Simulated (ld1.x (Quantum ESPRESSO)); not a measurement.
# zirconium, TM: configuration errors across variants

ld1.x (Quantum ESPRESSO) 7.5 input, shortened:

```
&input
   title='Zr', zed=40., rel=1, dft='PZ', iswitch=3,
   config='[Kr] 4d2 5s2 5p0'
 /
 &inputp
   pseudotype=2, tm=.true., lloc=0,
   nlcc=.false.
 /
3
4P  2  1   6.00   0.00  1.50  1.50  0.0
4D  3  2   2.00   0.00  1.70  1.70  0.0
4S  1  0   2.00   0.00  1.50  1.50  0.0
 &test
   configts(1)='4s2 4p6 4d2 5s2 5p0'
 /
```

Occupied shells without a wave of their own: 5s. They enter only through the test configuration that unscreens the potential.

All-electron excitation energies from the reference (eV): (1) 4s2 4p6 4d2 5s1 5p0 7.352; (2) 4s2 4p6 4d2 5s0 5p0 20.593; (3) 4s2 4p6 4d1 5s0 5p0 43.414; (4) 4s2 4p6 4d1 5s2 5p0 7.822; (5) 4s2 4p6 4d2 5s0 5p2 6.396; (6) 4s2 4p6 4d2.5 5s1.5 5p0 0.526; (7) 4s2 4p6 4d2 5s1 5p1 3.117; (8) 4s2 4p6 4d2 5s2 5p0 spin -0.483; (9) 4s2 4p6 4d2 5s1 5p0 spin 6.271.

Spin tests fill each open shell by Hund’s rule, majority spin first.

For the base: The 5s level has no wave, so the channel is fitted at the deeper level alone: the likely source of the large errors.

On the changes marked as counting shells twice: ld1.x takes every shell without a wave as core, so the model core holds the marked electrons as well and exchange and correlation see them twice. This cancels in the reference configuration, but the file is broken for other ones, and its errors say nothing about a proper core correction.

2 further variants failed, have other tests or another functional or relativity, and are left out.

The file “wave 4s (bound): rc 1.50 bohr becomes 4s (bound): rc 1.66 bohr” misses its own reference levels by 0.4 eV.

Errors AE − PS in meV (a dash: test not solved or not reliable):

```csv
change,(1),(2),(3),(4),(5),(6),(7),(8),(9),bound ghosts
base,-247,-636,-909,+9.1,-308,-86,-147,+13,-214,none
wave 4s (bound): rc 1.50 bohr becomes 4s (bound): rc 1.66 bohr,-503,-1296,-1848,+13,-697,-175,-329,+12,-460,none
type TM semilocal; local potential the d channel,-247,-638,-923,+6.4,-399,-86,-186,+13,-214,none
wave 4d (bound): rc 1.70 bohr becomes 4d (bound): rc 1.66 bohr,-247,-636,-909,+9.1,-308,-86,-147,+13,-214,none
wave 4p (bound): rc 1.50 bohr becomes 4p (bound): rc 1.46 bohr,-247,-636,-909,+9.1,-311,-86,-149,+13,-214,none
"core correction full core density, not smoothed (it rises at the typed radius of 1.86 bohr, so ld1.x skipped the fit) (5s counted twice)",-363,-1205,-1846,-42,-375,-89,-168,-33,-554,none
"all radii scaled by about 0.74 (s 1.10, p 1.10, d 1.26 bohr)",-65,-168,-234,+5.8,-24,-23,-14,+13,-41,none
```

**Question.** Give the same row for: wave 4d (bound): rc 1.70 bohr becomes 4d (bound): rc 2.50 bohr.

**Answer.** -247, -637, -909, +12, -308, -85, -147, +19, -209; bound ghosts: none.
